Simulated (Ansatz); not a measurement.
As(SMe)3 (C3H9AsS3). The state is a singlet with charge 0. Geometry PBE-D4/def2-SVP, basis def2-TZVP, Ansatz.

```json
{"run": "A", "HOMO (eV)": "-5.62", "LUMO (eV)": "-1.49"}
{"run": "B", "HOMO (eV)": "-6.39", "LUMO (eV)": "-0.90"}
{"run": "C", "HOMO (eV)": "-6.18", "LUMO (eV)": "-1.09"}
{"run": "D", "HOMO (eV)": "-5.29", "LUMO (eV)": "-1.70"}
{"run": "E", "HOMO (eV)": "-5.13", "LUMO (eV)": "-1.56"}
{"run": "F", "HOMO (eV)": "-5.52", "LUMO (eV)": "-1.57"}
```

B3LYP takes the VWN-RPA correlation.

Q: The runs used B3LYP, B97M-V, BLYP, PBE, PBE0, r2SCAN. Estimate which is which.

A: A B97M-V (0 % exact exchange); B PBE0 (25 % exact exchange); C B3LYP (20 % exact exchange); D PBE (0 % exact exchange); E BLYP (0 % exact exchange); F r2SCAN (0 % exact exchange). Exact exchange lowers occupied and raises empty levels; among semilocal functionals meta-GGAs tend to open the gap a little, and such runs are hard to tell apart. The gap grows from 3.57 eV (BLYP) to 5.49 eV (PBE0).
